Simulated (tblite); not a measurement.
Compound: C₇H₁₂FP.
Cartesian coordinates in Å at the GFN2-xTB level; atoms count from 1:
```
atom  x, y, z in Å
C1     3.4116   -0.0774    0.8698
C2     2.9110    0.8087    0.0285
C3     2.1069    0.4549   -1.1763
P4     0.3358    1.0499   -0.9638
C5    -0.2887   -0.1758    0.0019
F6     0.4665   -1.2407    0.3765
C7    -1.6994   -0.2749    0.4910
C8    -2.4371    1.0457    0.3209
C9    -2.4184   -1.4056   -0.2563
H10    3.9767    0.2187    1.7369
H11    3.2731   -1.1356    0.7241
H12    3.0503    1.8694    0.1975
H13    2.1114   -0.6215   -1.3531
H14    2.4995    0.9676   -2.0597
H15   -1.6616   -0.5404    1.5557
H16   -3.4517    0.9610    0.7027
H17   -1.9264    1.8415    0.8587
H18   -2.4829    1.3164   -0.7322
H19   -1.8779   -2.3427   -0.1435
H20   -3.4240   -1.5356    0.1362
H21   -2.4837   -1.1667   -1.3160
```

All values are computed: GFN2-xTB (tblite) harmonic vibrations without scaling, gas phase. This tight-binding method is rough: wavenumbers can miss measured ones by several per cent, in bad cases by 10 to 20. One conformer, not necessarily the lowest.

Harmonic wavenumbers (cm⁻¹): 32.5, 54.3, 62.8, 95.6, 158.7, 195.2, 214.6, 238.9, 242.9, 285.3, 336.2, 404.6, 416.6, 461.7, 535.9, 594.2, 687.2, 738.6, 846.0, 893.8, 927.5, 946.7, 947.5, 981.9, 1014.3, 1048.6, 1053.1, 1105.2, 1136.8, 1164.2, 1179.3, 1185.8, 1283.9, 1290.6, 1302.2, 1318.8, 1401.1, 1405.0, 1415.2, 1431.5, 1484.8, 1485.3, 1496.9, 1500.2, 1707.0, 2904.8, 2939.1, 2977.5, 3024.8, 3031.0, 3031.7, 3035.1, 3039.8, 3040.4, 3046.5, 3104.6, 3130.9.

A = 2524, B = 805.7, C = 705.9 MHz; mass 146.066 u (most abundant isotopes); point group C1, symmetry number 1.

Problem. What is the zero-point energy?

Solution. ½Σν̃ = 37508 cm⁻¹ = 448.69 kJ/mol.

Problem. Give the ideal-gas entropy at 500 K and 1 bar in the rigid-rotor, harmonic-oscillator model (classical rotation).

Solution. Translation 181.76, rotation 131.11, vibration 250.44: S = 563.3 J/(mol K).

Problem. And Cp and H(500 K) − H(0)?

Solution. Cp = 261.11 J/(mol K), of which vibrations give 227.86 (their classical limit is 57 R = 473.9); H(500 K) − H(0) = 77.79 kJ/mol without the zero-point energy, 61.17 from vibrations.

Problem. How do the functions run with temperature in this model?

Solution. 
```
T (K)  S (J/(mol K))  Cp (J/(mol K))  H − H(0) (kJ/mol)  G − H(0) (kJ/mol)  ln q(vib)
  100          311.0            91.2               6.23             -24.87       2.72
  200          388.5           135.9              17.67             -60.03       6.14
  300          451.7           179.4              33.41            -102.11       9.35
  800          705.3           342.5             169.41            -394.87      23.85
 1000          785.8           378.4             241.68            -544.15      29.04
```

q(vib) and H(0) count from the zero-point level.

Problem. Blend soft modes into free rotors: weight 1/[1 + (100 cm⁻¹/ν̃)⁴] for the oscillator and the rest for a rotor with moment μB/(μ + B), μ = h/(8π²ν), B = 10⁻⁴⁴ kg m². What vibrational entropy results?

Solution. 225.86 J/(mol K) in place of 250.44, which changes −T·S at 500 K by +12.29 kJ/mol.

Problem. What must be added to the electronic energy to get the Gibbs energy at 500 K and 1 bar?

Solution. ZPE + [H(500 K) − H(0)] − T·S = 448.69 + 77.79 − 281.65 = 244.83 kJ/mol.

Hindered rotation and anharmonicity are outside this model. Other conformers, if any are populated, would add a mixing term that is left out. The structure is chiral; the term R ln 2 for an equal mix with its mirror image is left out.
